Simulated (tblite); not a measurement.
C₅H₅OS (doublet state).
Geometry (GFN2-xTB, Å), atoms numbered from 1 in this order:
```xyz
12
C5H5OS angstrom
O      2.8520    0.2191    0.3685
C      1.8209   -0.5013   -0.1170
C      0.5061   -0.1355   -0.0767
C     -0.6126   -0.8398   -0.5636
C     -1.8106   -0.1712   -0.3535
C     -1.6690    1.0347    0.2813
S     -0.0242    1.3929    0.6491
H      2.5235    1.0429    0.7552
H      2.1302   -1.4337   -0.5619
H     -0.5182   -1.7954   -1.0438
H     -2.7704   -0.5527   -0.6562
H     -2.4266    1.7395    0.5575
```

Structure optimised with GFN2-xTB, isolated species. This method treats the open shell by occupation alone, without spin polarisation.

Masses are those of the commonest isotopes; rigid-rotor values at the optimised geometry. The values belong to one conformer with, in the numbering `[OH:1][CH:2][c:3]1[cH:4][cH:5][cH:6][s:7]1`, H–O1–C2–C3 0°, O1–C2–C3–C4 180°.

Q: Give the principal moments of inertia and the rotational constants in GHz.

A: Ia = 102.55, Ib = 274.34, Ic = 376.89 u·Å²; 505379 MHz·u·Å²/I gives 4928, 1842 and 1341 MHz, that is A = 4.9279, B = 1.8422, C = 1.3409 GHz.

Q: What kind of rotor is it?

A: An asymmetric top. Ray's parameter κ = (2B − A − C)/(A − C) = -0.721; −1 is the prolate and +1 the oblate limit.

Q: Is it planar, by Δ = Ic − Ia − Ib?

A: Planar: Δ = Ic − Ia − Ib = 0.00 u·Å². For a rigid frame Δ = −2 Σ m c², so it vanishes when all atoms lie in the ab plane; here none is more than 0.01 Å from it.

For this open shell read J as N, the rotation without spin; fine and hyperfine splittings come on top. Its GFN2-xTB frequencies are all real (lowest 136 cm⁻¹). Constants of a rigid frame at the computed geometry: no zero-point averaging, no centrifugal distortion.
